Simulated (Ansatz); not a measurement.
System: CClF$_{2}$, charge 0, doublet. CClF2 (SMILES [C](F)(Cl)F, doublet).
B3LYP-D3(BJ)/def2-TZVP minimum from Ansatz (a first-principles code):
```xyz
4

F     -0.6757    -0.8668    -1.0511
C     -0.5315    -0.0647    -0.0088
F     -0.7280    -0.7321     1.1165
Cl     0.9307     0.8693    -0.0315
```
Charge 0, spin multiplicity 2.

Quantity: atomisation energy (electronic, to ground-state atoms), in kcal/mol. Open shells are spin-unrestricted; no spin-orbit coupling. CBS(X,Y): correlation extrapolated as X^-3, Hartree-Fock from the larger set (Q,5: extrapolated as (X+1)exp(-9√X)). A bracket is a step between two methods taken in the basis named. Functionals run without relativity, which enters their misses. Double hybrids freeze cores in their MP2 part. '+ core + X2C': CCSD(T) terms for core correlation (cc-pwCVTZ, 1s frozen past Ne) and scalar relativity (cc-pVTZ-DK).

CCSD(T)/CBS(cc-pV(Q+d)Z,cc-pV(5+d)Z) + [CCSDT(Q) - CCSD(T)]/cc-pV(D+d)Z + core + X2C (Ansatz) gives 309.8 kcal/mol.

What does PBE/def2-TZVPD (Ansatz) give here, and how do the other levels compare?

PBE gives 334.6 kcal/mol, 24.8 kcal/mol above it. Differences of the others: r2SCAN/def2-TZVPD (Ansatz) 9.0; B3LYP/def2-TZVPD (Ansatz) -4.5; PBE0/def2-TZVPD (Ansatz) 5.8; wB97M-V/def2-TZVPD (Ansatz) 1.1; B2PLYP/def2-TZVPD (Ansatz) -4.2; CCSD(T)/CBS(cc-pV(Q+d)Z,cc-pV(5+d)Z) + core + X2C (Ansatz) -0.7 kcal/mol. Nearer than PBE: r2SCAN/def2-TZVPD, B3LYP/def2-TZVPD, PBE0/def2-TZVPD, wB97M-V/def2-TZVPD, B2PLYP/def2-TZVPD, CCSD(T)/CBS(cc-pV(Q+d)Z,cc-pV(5+d)Z) + core + X2C.
